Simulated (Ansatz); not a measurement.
Basis-set extrapolation for C2H8B2OSi, SMILES `B/C(O)=C(/B)[SiH3]` (PBE0-D4/def2-TZVP geometry, frozen core, Ansatz). Multiplicity 1, RHF reference.

```tsv
	def2-TZVPP	def2-QZVPP
HF	-493.585622	-493.604084
MP2 correlation	-0.881422	-0.942724
CCSD(T) correlation	-0.979545	not run
```

Energies in hartree. Use E(X) = E(∞) + A·exp(−7.88·√X) for Hartree–Fock and E(X) = E(∞) + B·X^(−2.97) for correlation, with X = 3 and 4, and add CCSD(T) minus MP2 of the smaller set to the MP2 limit.

Q: What is the CCSD(T) energy at the basis-set limit?

A: HF limit: -493.604084 + (-0.018462) × 0.13774 = -493.60663. MP2 limit: -0.942724 + (-0.061302) × 0.74074 = -0.98813. Higher-order term: -0.979545 − (-0.881422) = -0.09812. Total: -494.69288 hartree, 335.3 kJ/mol below CCSD(T)/def2-TZVPP.
